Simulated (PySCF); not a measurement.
# MF4- across the fourth-period p block

Level: PBE0, basis family def2-SVPD, no relativity.

Each entry is the lowest minimum that a search over a few typed start shapes (and spin states, where more than one is plausible) found, or that minimum re-optimised at the stated level; isomers with ligand–ligand bonds, or fragments after loss of a ligand pair, can lie lower. Open shells are unrestricted; no spin–orbit coupling; PySCF with density fitting.

```
molecule  2S+1  point group  mean bond to the central atom (Å)  distinct angles (°)  polar-tensor charge of the central atom  highest ω (cm⁻¹)
   GaF₄⁻     1           Td                              1.796                  109                                     2.01               621
   AsF₄⁻     1          C2v                              1.838            86/98/169                                     2.09               642
   BrF₄⁻     ?            ?                                  ?                    ?                                        ?                 ?
```

Task: Fill in the row of BrF₄⁻.

Result: 2S+1: 1; point group: D4h; mean bond to the central atom (Å): 1.914; distinct angles (°): 90/180; polar-tensor charge of the central atom: 2.25; highest ω (cm⁻¹): 519.

Left out of the table are members whose search was unfinished or whose lowest solution was spin-contaminated, unstable, very soft or bonded differently.
